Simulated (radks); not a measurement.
All-electron atom: Hg25+ in [Kr] 4d10 4f8 5p1 (not the ground configuration).

All-electron calculation, scalar-relativistic Kohn-Sham, BLYP, spin-polarised, spherical densities, point nucleus; open shells are filled with parallel spins first (spin-orbit coupling, left out, can overturn this in heavy ions). Program: a radial shooting solver on a logarithmic mesh with Libxc functionals.

Energy parts (Ry):
part                       energy
total                 -38683.3042
kinetic                43505.3405
electron-nucleus      -93234.8014
Hartree                11729.3640
exchange-correlation    -683.2073

Orbitals (lengths in bohr, moments of r in powers of bohr; <r^-3> diverges for s and p1/2; r(90%) holds 90 % of the orbital's charge):
1s up: occ. 1; eigenvalue (Ry) -6171.562; r(90%) 0.0303; <r^4> 3.987e-07
1s down: occ. 1; eigenvalue (Ry) -6171.542; r(90%) 0.0303; <r^4> 3.987e-07
2s up: occ. 1; eigenvalue (Ry) -1140.405; r(90%) 0.109; <r^4> 0.00005816
2s down: occ. 1; eigenvalue (Ry) -1140.378; r(90%) 0.109; <r^4> 0.00005815
2p up: occ. 3; eigenvalue (Ry) -991.0548; <r^-3> 26800; r(90%) 0.103; <r^4> 0.00004759
2p down: occ. 3; eigenvalue (Ry) -991.0254; <r^-3> 26800; r(90%) 0.103; <r^4> 0.00004758
3s up: occ. 1; eigenvalue (Ry) -313.7449; r(90%) 0.265; <r^4> 0.002084
3s down: occ. 1; eigenvalue (Ry) -313.2674; r(90%) 0.264; <r^4> 0.002076
3p up: occ. 3; eigenvalue (Ry) -270.5823; <r^-3> 6176; r(90%) 0.272; <r^4> 0.002297
3p down: occ. 3; eigenvalue (Ry) -270.0945; <r^-3> 6193; r(90%) 0.271; <r^4> 0.002287
3d up: occ. 5; eigenvalue (Ry) -225.2826; <r^-3> 760.9; r(90%) 0.255; <r^4> 0.001759
3d down: occ. 5; eigenvalue (Ry) -224.9061; <r^-3> 763.2; r(90%) 0.255; <r^4> 0.001747
4s up: occ. 1; eigenvalue (Ry) -110.0770; r(90%) 0.555; <r^4> 0.04120
4s down: occ. 1; eigenvalue (Ry) -109.3201; r(90%) 0.555; <r^4> 0.04139
4p up: occ. 3; eigenvalue (Ry) -95.42473; <r^-3> 1630; r(90%) 0.590; <r^4> 0.05235
4p down: occ. 3; eigenvalue (Ry) -94.70100; <r^-3> 1620; r(90%) 0.591; <r^4> 0.05263
4d up: occ. 5; eigenvalue (Ry) -78.26902; <r^-3> 184.4; r(90%) 0.621; <r^4> 0.06304
4d down: occ. 5; eigenvalue (Ry) -77.55274; <r^-3> 183.0; r(90%) 0.623; <r^4> 0.06356
4f up: occ. 7; eigenvalue (Ry) -59.60467; <r^-3> 40.74; r(90%) 0.635; <r^4> 0.06700
4f down: occ. 1; eigenvalue (Ry) -58.82192; <r^-3> 40.54; r(90%) 0.638; <r^4> 0.06836
5p up: occ. 1; eigenvalue (Ry) -47.25873; <r^-3> 523.5; r(90%) 1.11; <r^4> 0.6760
5p down: occ. 0; eigenvalue (Ry) -46.84529; <r^-3> 513.6; r(90%) 1.12; <r^4> 0.6965

The highest occupied level is 5p up at -642.99 eV. Spin moment in Bohr magnetons: 7.
